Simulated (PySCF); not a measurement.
**Structure from 2D NMR**

Compound of formula C8H7F3O. Correlations simulated from computed shifts and couplings:

HSQC (one-bond C–H):
| δH | δC | ¹J(C,H) (Hz) |
| --- | --- | --- |
| 7.33 | 139.6 | 165 |
| 6.78 | 119.4 | 166 |
| 3.10 | 43.1 | 135 |

COSY cross peaks (|J| ≥ 2 Hz):
| δH | δH | abs. J (Hz) | bonds |
| --- | --- | --- | --- |
| 7.33 | 6.78 | 9.2 | 3 |

HMBC (two and three bonds, |J| ≥ 2.5 Hz):
| δH | δC [abs. J in Hz] |
| --- | --- |
| 7.33 | 164.5 [9.7], 139.6 [7.7], 43.1 [4.7] |
| 6.78 | 128.3 [8.0], 119.4 [5.1] |
| 3.10 | 139.6 [6.0], 134.0 [7.3], 128.3 [5.2] |

Carbons without hydrogens: δ 164.5, 134.0, 128.3.

Method: geometry: PBE0-D3(BJ)/def2-SVP, shieldings: GIAO B97-2/pcSseg-2, J: B3LYP/pcJ-1 (spin–dipole term only in couplings to heteroatoms), in PySCF 2.14.0 with density-fitted response routines (rapidly exchanging positions averaged, single conformer, relativity neglected, no solvent).

Referencing at the same level of theory: ¹H (31.36 ppm), ¹³C (183.46 ppm) against TMS.

Exchangeable hydrogens are left out of these lists, and C,H couplings along chains are those of one rotamer, so weak HMBC peaks may be missing or extra.

Task: Assemble the structure.

Result: `C1=CC(CC(F)(F)F)=CC=C1O`.

Mapped SMILES: `[OH:1][c:2]1[cH:3][cH:4][c:5]([CH2:6][C:7]([F:8])([F:9])[F:10])[cH:11][cH:12]1`; H(Xn) means a hydrogen on atom n.

δC 164.5 is C2, an aromatic carbon bearing oxygen. δC 139.6 is C4/C11, an aromatic CH (δH 7.33). δC 134.0 is C7, a CF3 carbon. δC 128.3 is C5, a substituted aromatic carbon. δC 119.4 is C3/C12, an aromatic CH (δH 6.78). δC 43.1 is C6, an sp3 CH2 on an aromatic ring (δH 3.10). HMBC from δH 7.33 reaches the proton-free carbon C2. HMBC from δH 6.78 reaches the proton-free carbon C5. HMBC from δH 3.10 reaches the proton-free carbons C7, C5. COSY links 7.33–6.78.

The data come from this structure; uniqueness wasn't tested.

The OH or NH signal is concentration- and solvent-dependent in practice; the value given is the gas-phase one. Common functionals overestimate the size of one-bond C–F couplings by tens of Hz; these are unscaled. Unscaled 3J(H,H) at this level run about 10 % above measured values. Shifts are as computed. Against solution values, carbons near 30 ppm lie about +4 ppm off and those near 130 ppm about +7 ppm. Of 1211 compounds with measured shifts, 218 miss one by over three times the rms of a fit or turn the order of signals round; such compounds aren't used in these exercises.
